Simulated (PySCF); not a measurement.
A calculated (PBE0, PySCF 2.14, x2c-TZVPPall with one added diffuse shell each of s, p, d, f type, scalar relativity by spin-free X2C-1e) atom or ion has these occupied shells.

```csv
shell,electrons,orbital energy (eV),"rms radius, mean of both spins (bohr)"
1s α,1,-7076.4,0.0675
1s β,1,-7076.4,0.0675
2s α,1,-874.45,0.289
2s β,1,-871.41,0.289
2p α,3,-749.80,0.261
2p β,3,-747.20,0.261
3s α,1,-139.85,0.864
3s β,1,-132.30,0.864
3p α,3,-104.29,0.918
3p β,3,-96.166,0.918
3d α,5,-48.089,1.09
```

Problem. Name the element and its charge.

Solution. Fe³⁺ (iron, charge +3), in [Ar] 3d5, high-spin 6S determinant.
